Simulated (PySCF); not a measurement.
**Indirect couplings**

Molfile (atoms numbered from 1):
```
C5H3F2O
     RDKit          3D

 11 10  0  0  0  0  0  0  0  0999 V2000
    0.6173    2.2123   -0.6190 C   0  0  0  0  0  0  0  0  0  0  0  0
    0.5341    1.0593   -0.3072 C   0  0  0  0  0  0  0  0  0  0  0  0
    0.4057   -0.3424    0.1230 C   0  0  2  0  0  0  0  0  0  0  0  0
    0.7078   -1.0523   -1.0368 C   0  0  0  0  0  0  0  0  0  0  0  0
    0.9569   -1.5297   -2.0139 O   0  0  0  0  0  0  0  0  0  0  0  0
   -1.0223   -0.6596    0.7602 C   0  0  0  0  0  0  0  0  0  0  0  0
   -1.0430   -0.1167    1.9678 F   0  0  0  0  0  0  0  0  0  0  0  0
   -1.1335   -1.9818    0.8800 F   0  0  0  0  0  0  0  0  0  0  0  0
    0.6949    3.2380   -0.8584 H   0  0  0  0  0  0  0  0  0  0  0  0
    1.1383   -0.5651    0.9235 H   0  0  0  0  0  0  0  0  0  0  0  0
   -1.8509   -0.2594    0.1548 H   0  0  0  0  0  0  0  0  0  0  0  0
  1  2  3  0
  2  3  1  0
  3  4  1  0
  4  5  3  0
  3  6  1  0
  6  7  1  0
  6  8  1  0
  1  9  1  0
  3 10  1  1
  6 11  1  0
M  CHG  1   5   1
M  END
```

Couplings: B3LYP/pcJ-1 (spin–dipole term only in couplings to heteroatoms) in PySCF, geometry GFN2-xTB; gas phase, one conformer, non-relativistic. Couplings are averaged over pairs made equivalent by symmetry, fast rotation or ring inversion, so a value needn't be that of the named pair in this geometry, while other rotamers aren't included; one pair stands for each set, and the list holds a selection of those of at least 0.8 Hz over up to four bonds, among pairs with at least one C or F or H atom (others weren't computed). One-bond C–F couplings come out tens of Hz too large with common functionals.

Isotopes: $^{13}$C, $^{19}$F, $^{1}$H, $^{17}$O. Couplings to quadrupolar nuclei such as 17O and 33S are rarely resolved in practice.

```tsv
pair	bonds	J (Hz)
C1, C2	1	220.3
C1, H9	1	?
C2, C3	1	76.0
C3, C4	1	72.2
C3, C6	1	36.6
C3, H10	1	?
C4, O5	1	10.9
C6, F7	1	-362.0
C6, F8	1	?
C6, H11	1	?
C3, O5	2	5.8
C3, F8	2	25.6
C4, C6	2	1.4
C4, H10	2	?
C6, H10	2	-10.6
F7, F8	2	224.1
F7, H11	2	57.2
F8, H11	2	57.9
C1, H10	3	4.5
C2, F7	3	-1.6
C3, H9	3	?
F7, H10	3	6.6
F8, H10	3	?
H10, H11	3	?
O5, F8	4	-1.0
H9, H10	4	-4.4
```

Estimate the withheld couplings, with signs.

## Answers


- $^{1}J$(C1,H9) = 294.4 Hz (bond length 1.056 Å, sp carbon)
- $^{1}J$(C3,H10) = 164.1 Hz (bond length 1.108 Å, sp3 carbon)
- $^{1}J$(C6,F8) = -339.7 Hz (bond length 1.332 Å)
- $^{1}J$(C6,H11) = 227.7 Hz (bond length 1.102 Å, sp3 carbon)
- $^{2}J$(C4,H10) = -8.4 Hz (angle at C3 111°)
- $^{3}J$(C3,H9) = 4.4 Hz
- $^{3}J$(F8,H10) = 0.8 Hz (dihedral angle 72°)
- $^{3}J$(H10,H11) = 2.3 Hz (dihedral angle 167°)
